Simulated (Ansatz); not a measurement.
C2H9NSi2 (`N[SiH2]/C=C/[SiH3]`) from Hartree–Fock to CCSD(T)

```xyz
14

N    -1.2561   -2.3014    0.0313
Si    0.1568   -1.7921   -0.7914
C     0.6472   -0.0169   -0.4697
C    -0.0425    0.8011    0.3326
Si    0.4286    2.5703    0.6656
H    -1.2474   -2.5405    1.0079
H    -2.1770   -2.0548   -0.2883
H    -0.0731   -1.9526   -2.2530
H     1.2835   -2.6679   -0.3687
H     1.5417    0.3719   -0.9619
H    -0.9348    0.4005    0.8188
H     1.6664    2.8954   -0.0911
H     0.6676    2.7909    2.1188
H    -0.6608    3.4962    0.2491
```

The species carries charge 0 and has multiplicity 1. All single points use the PBE0-D4/def2-TZVP geometry. It is one conformer, not always the lowest. Frozen core, restricted reference, Ansatz. CBS rows extrapolate triple and quadruple zeta; past MP2 they add the triple-zeta difference.

```csv
basis,HF (Eh),MP2 corr.
def2-SVP,-713.01269,-0.63525
def2-TZVPP,-713.37735,-0.78853
def2-QZVPP,-713.40201,-0.84308
```

Estimate the CCSD correlation energy and the (T) correction in each basis where they were run (hartree).


```
     basis  CCSD corr.       (T)
  def2-SVP    -0.70473  -0.02184
def2-TZVPP    -0.84981  -0.03463
 CBS(def2)    -0.94476     as TZ
```
